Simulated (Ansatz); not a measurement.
CH$_{4}$ClFSSi, SMILES `CS[SiH](F)Cl`, relaxed with RKS PBE-D4/def2-SVP in the Gaussian-basis code of Ansatz from a rough embedded geometry. The force threshold is 0.03 eV/Å; the program also tests the step.

Total charge 0; spin multiplicity 1.

Start:

```xyz
9

C    -1.322    0.313   -0.798
S    -0.968   -0.033    0.886
Si    1.166   -0.202    0.919
F     1.803    1.021    0.293
Cl    1.714   -1.905   -0.070
H    -2.346    0.435   -1.006
H    -0.781    1.221   -1.140
H    -0.941   -0.548   -1.463
H     1.676   -0.301    2.378
```

Problem. By how much does the energy fall, and how many steps does the optimiser take? (An estimate is asked.)

Solution. The calculation gave: 54.34 kJ/mol, in 8 steps.

Problem. Which bonds change most? (Estimate.)

Solution. Ansatz gave: Si3–F4 from 1.514 to 1.634 Å; C1–S2 from 1.755 to 1.843 Å; Si3–H9 from 1.549 to 1.492 Å; C1–H6 from 1.052 to 1.106 Å.

Problem. Give the relaxed structure. (Best estimate.)

Solution. The calculation gave: 
```xyz
9

C    -1.270    0.260   -0.840
S    -0.966    0.147    0.974
Si    1.131   -0.179    0.970
F     1.935    1.114    0.376
Cl    1.649   -1.759   -0.270
H    -2.360    0.399   -0.963
H    -0.739    1.128   -1.275
H    -0.955   -0.673   -1.345
H     1.575   -0.437    2.371
```
